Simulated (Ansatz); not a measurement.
Born–Oppenheimer molecular dynamics of ClF$_{3}$GeH$_{3}$P (9 atoms, charge 0, multiplicity 1). It starts at the highest image of a converged band. Of that band: The profile has 2 maxima (images 3, 7) with wells between them (image 5): this band takes more than one step, which may be the mechanism or a detour left from its start path. A structure lower than the first end lies on the path between it and the top, so the climb from that side starts below the end, which may itself be a saddle point or a shallow side well. A structure lower than the last end lies on the path between it and the top, so the climb from that side starts below the end, which may itself be a saddle point or a shallow side well. Neighbouring images differ by up to 2.1 eV, so the band resolves the path poorly. A vibrational analysis at the climbing image gives one clearly imaginary mode, 977i cm⁻¹: a first-order saddle point. Another band between the same ends, with other settings, climbed to 1.281 eV only, so this may not be the lowest route.

All numbers below come from Ansatz 0.2.0, RKS PBE0/def2-SVP.

- ensemble: NVE (velocity Verlet)
- time step: 0.5 fs
- steps asked: 200
- starting velocities drawn for: 100 K
- seed: 3897

First frame:

```xyz
9
Properties=species:S:1:pos:R:3
Ge -0.299 0.064 -0.022
Cl 0.208 -0.519 2.245
F 1.395 0.225 -0.299
F -0.702 1.713 -0.361
F -0.558 -1.252 -1.115
P -2.659 -0.209 0.647
H -2.797 -1.482 1.269
H -2.888 0.602 1.795
H -1.287 -0.454 1.788
```

(1) What does the run give?

(2) What happens to the structure?

(3) How do temperature and energy run in time?

Results:

(1) The run went to its last step.

```yaml
steps_done: 200
time_covered: 100 fs
mean_temperature_over_the_second_half: 2000 K
spread_of_the_potential_energy_over_the_second_half: 8.9 meV per atom
mean_potential_energy_of_the_second_half_above_the_start: -191.0 meV per atom
```

The conserved energy stayed within 0.14 meV per atom of its start (net change -0.0098 meV per atom), so the integration is sound. The kinetic energy rose, since the run started high on the potential surface and went downhill. It ends in pieces (ClF3Ge + H3P), so much of that is their flight and rotation, not heat. A run of 0.1 ps of so small a system gives no equilibrium averages. The orbitals stay closed-shell, which can raise the energy where a bond breaks towards radicals; this wasn't checked here.

(2) Between its relaxed ends the band would form Ge1–P6, Cl2–H9 and break Ge1–Cl2, P6–H9. These pairs go: Ge1–P6 2.47 → 4.19 Å, Cl2–H9 1.56 → 4.93 Å, Ge1–Cl2 2.40 → 2.19 Å, P6–H9 1.80 → 1.52 Å. In the last frame they stand as before the step (other bonds may differ from the relaxed reactants and products). It ends as ClF3Ge + H3P. Pairs count as bonded within 1.25 times the sum of covalent radii (0.12 Å more for H–H). This is one draw of velocities; another would differ in detail.

(3) 
```tsv
time (fs)	T (K)	potential energy less start (eV)	conserved less start (meV/atom)
0	100	0.000	0.00
8	79	0.019	0.00
16	153	-0.048	0.01
24	376	-0.250	0.02
32	910	-0.733	0.03
40	1868	-1.601	-0.13
48	2179	-1.882	-0.09
56	2059	-1.773	-0.06
64	2081	-1.793	-0.08
72	1923	-1.649	0.01
80	1961	-1.683	0.03
88	1874	-1.605	0.03
96	1977	-1.699	0.00
```

The run took 8.7 min on 4 threads of Arm Neoverse V1 (shared host), peak memory 0.36 GiB.
